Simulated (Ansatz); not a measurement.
Program: Ansatz 0.2.0.

A structure relaxed at PBE0-D4/def2-TZVP, charge 0, multiplicity 1:

```xyz
15

C    -0.8025   -1.1703   -0.5631
C     0.0001    0.1296   -0.4870
Al   -1.0228    1.7135   -1.0447
C     0.6897    0.3158    0.8584
N     1.6834   -0.7213    1.1076
H    -1.3368   -1.2669   -1.5119
H    -0.1660   -2.0571   -0.4701
H    -1.5529   -1.2208    0.2336
H     0.8047    0.0690   -1.2416
H    -0.6634    3.1524   -0.4648
H    -2.1814    1.5694   -2.1268
H    -0.0806    0.3726    1.6487
H     1.2134    1.2773    0.8758
H     2.1793   -0.5401    1.9717
H     1.2359   -1.6231    1.2141
```

Task: Give its formula and SMILES.

Result: C3H10AlN, `C[CH]([AlH2])CN`.

Task: Point group (tolerance 0.08 Å, 0.16 Å for H)?

Result: C1.

Task: Summarise the bond lengths by kind.

Result: 2 × C–C 1.523 to 1.530 Å; 6 × C–H 1.093 to 1.105 Å; 1 × Al–C 1.966 Å; 2 × Al–H 1.592 to 1.593 Å; 1 × C–N 1.458 Å; 2 × H–N 1.012 to 1.013 Å.
